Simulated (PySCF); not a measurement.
## Polarisability and C₆ of Os²⁺ (osmium, charge +2)

[Xe] 4f14 5d6, high-spin 5D determinant. Calculation: PySCF 2.14, in aug-cc-pVTZ-PP with one added diffuse shell each of s, p, d, f, g type with ECP60MDF (7s7p6d4f3g, 113 functions); scalar relativity through the core potential. Coupled (time-dependent) response in atomic units; α is the mean over directions.

| method | mean α (bohr³) | α xx, yy, zz | C₆ (like pair) | S(−4) |
| --- | --- | --- | --- | --- |
| M06-L | 11.20 | 11.56, 11.56, 10.49 | 71.69 | 36.46 |

S(−4) is the Cauchy moment in α(ω) = α(0) + S(−4) ω² + …

Spin-orbit coupling is absent.

α(iu) at M06-L:

```
u (hartree)  α(iu) (bohr³)
          0          11.20
     0.0500          11.11
      0.100          10.86
      0.200          10.01
      0.300          9.005
      0.500          7.177
      0.750          5.516
       1.00          4.362
       1.50          2.909
       2.00          2.063
       3.00          1.173
       5.00         0.5116
```

A single London oscillator, α(iu) = α/(1 + u²/ω²), gives C₆ = (3/4) ω α². Matching the computed C₆ needs ω = 4 × 71.69 / (3 × 11.20²) = 0.762 hartree.

For an ion, C₆ is the dispersion term alone; charge-induced terms of lower order in 1/R come first.

The components differ because the open shell of this determinant is not spherical; for a pure term their mean is the scalar polarisability.

Energies and moments cover only the electrons outside the core potential. Spin-orbit coupling, absent here, splits the open shell strongly.
